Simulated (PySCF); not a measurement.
Excitation energy of Bi+ by level of theory

Bi+ [Xe] 4f14 5d10 6s2 6p2 (3P) → Bi+ [Xe] 4f14 5d10 6s1 6p3 (5S), as a difference of total energies. All numbers are calculated (PySCF 2.14, scalar relativity by spin-free X2C-1e, in ANO-RCC-VTZP). Correlated levels: valence: [Xe] 4f14 5d10 frozen. The calculations carry no spin-orbit coupling.

```csv
method,excitation energy (eV)
UHF,6.289
MP2 (valence),6.956
SCS-MP2 (valence),7.252
CCSD (valence),7.097
CCSD(T) (valence),7.116
```

Problem. How much does correlation contribute at CCSD(T) (valence)?

Solution. 7.116 − (6.289) = 0.827 eV, measured against UHF.

Spin-orbit coupling is strong in these open shells (close to jj coupling). The scalar numbers leave it out and a first-order estimate fails, so it can dominate the gap to the real levels.
